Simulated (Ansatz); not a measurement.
Isolated molecules relaxed with PBE0-D4/def2-TZVP in Ansatz; ΔE leaves out vibrations. CCSD(T)/CBS is the MP2 limit (def2-TZVPP, def2-QZVPP) plus CCSD(T) − MP2 in def2-TZVPP, frozen cores. This one scheme is used for every species. DFT in def2-TZVPP. B3LYP here is the variant with VWN-RPA as its local correlation; programs differ in this. Elements past krypton have def2 core potentials. For Te outer-core shells are correlated without core-valence functions, which leaves a few kJ/mol of doubt a bond. Each species was taken in one conformer, which may not be the lowest.

`N[SiH2]C(O)F` + H₂Te → `N[SiH2]C(F)[TeH]` + H₂O  (substitution at a C–O bond)

Task: Is it downhill or uphill in electronic energy at CCSD(T)/CBS, and by how much? (Estimate.)

Result: Computed: Downhill: ΔE = -31.5 kJ/mol.

Task: What do these levels give: PBE0-D4, B3LYP-D4, B3LYP, SCS-MP2/def2-QZVPP, HF/CBS(def2), CCSD/CBS(def2)? (Estimate.)

Result: Computed: PBE0-D4 -16.2, B3LYP-D4 -16.6, B3LYP -6.1, SCS-MP2/def2-QZVPP -31.0, HF/CBS(def2) 0.8, CCSD/CBS(def2) -28.1 kJ/mol.

Largest T1 diagnostic among the species: 0.012.

The D4 term adds −10.5 kJ/mol with B3LYP and −5.7 kJ/mol with PBE0; it sums over pairs of atoms, weighted by their polarisabilities, and B3LYP, whose exchange is more repulsive, gets the larger term. In def2-TZVPP, CCSD(T) changes the Hartree–Fock value by −21.6 kJ/mol (the triples alone add −3.4 kJ/mol) and MP2 by −33.8 kJ/mol.
